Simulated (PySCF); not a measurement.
## Structure from 2D NMR

Compound of formula C₇H₁₁ClSi. Correlations simulated from computed shifts and the bond graph:

HSQC (one-bond C–H):
```
  δH    δC
4.33  67.7
3.36  35.1
2.64  30.2
2.13  30.2
1.80  81.3
1.70   9.9
1.46   3.8
0.90   9.9
0.61   3.8
```

COSY cross peaks (H two or three bonds apart, from the bond graph; peaks can be absent where the dihedral angle is near 90°):
```
  δH    δH
4.44  3.97
4.44  1.70
4.44  1.46
4.44  0.90
4.44  0.61
4.33  3.36
4.33  2.64
4.33  2.13
3.97  1.70
3.97  1.46
3.97  0.90
3.97  0.61
3.36  1.70
3.36  0.90
2.64  2.13
2.64  1.46
2.64  0.61
2.13  1.46
2.13  0.61
1.70  0.90
1.46  0.61
```

HMBC (two and three bonds, from the bond graph):
```
  δH                           δC
4.44         35.1, 30.2, 9.9, 3.8
4.33   90.2, 35.1, 30.2, 9.9, 3.8
3.97         35.1, 30.2, 9.9, 3.8
3.36  90.2, 81.3, 67.7, 30.2, 9.9
2.64              67.7, 35.1, 3.8
2.13              67.7, 35.1, 3.8
1.80                   90.2, 35.1
1.70        90.2, 67.7, 35.1, 3.8
1.46              67.7, 30.2, 9.9
0.90        90.2, 67.7, 35.1, 3.8
0.61              67.7, 30.2, 9.9
```

Carbons without hydrogens: δ 90.2.

- shielding tensors at PBE0/pcSseg-1 (GIAO)
- coordinates at the GFN2-xTB level
- run in PySCF 2.14
- no solvent model, one conformer, non-relativistic Hamiltonian

Referencing at the same level of theory: TMS for $^{1}$H, $^{13}$C.

Exchangeable hydrogens are left out of these lists.

Assemble the structure.

## Answers

SMILES C#C[C@@H]1C[SiH2]CC[C@H]1Cl.

Structure with atom numbers: `[CH:1]#[C:2][C@@H:3]1[CH2:4][SiH2:5][CH2:6][CH2:7][C@H:8]1[Cl:9]`. Each H is labelled by its parent atom. Ha(C4), Ha(Si5), Ha(C6), Ha(C7) are cis to C2 on the ring; Hb(C4), Hb(Si5), Hb(C6), Hb(C7) are trans to C2 on the ring.

1. δC 90.2 is C2, an alkyne carbon.
2. δC 81.3 is C1, a terminal alkyne carbon (δH 1.80).
3. δC 67.7 is C8, an sp3 CH bonded to Cl (δH 4.33).
4. δC 35.1 is C3, a propargylic sp3 CH (δH 3.36).
5. δC 30.2 is C7, an sp3 CH2 in a ring (δH 2.64, 2.13).
6. δC 9.9 is C4, an sp3 CH2 bonded to Si (δH 1.70, 0.90).
7. δC 3.8 is C6, an sp3 CH2 bonded to Si (δH 0.61, 1.46).
8. HMBC from δH 4.33 reaches the proton-free carbon C2.
9. HMBC from δH 3.36 reaches the proton-free carbon C2.
10. HMBC from δH 1.80 reaches the proton-free carbon C2.
11. HMBC from δH 1.70 reaches the proton-free carbon C2.
12. COSY links 4.44–3.97, 4.44–1.70, 4.44–1.46, 4.44–0.90, 4.44–0.61, 4.33–3.36.

The shifts were computed for this structure.

Carbons that carry Cl, above all several Cl atoms, come out too deshielded, partly because spin–orbit coupling is missing. Shifts are as computed. Against solution values, carbons near 30 ppm lie about +3 ppm off and those near 130 ppm about +5 ppm; carbons on Cl a further +6 ppm. Of 1309 compounds with measured shifts, 239 miss one by over three times the rms of a fit or turn the order of signals round; such compounds aren't used in these exercises.
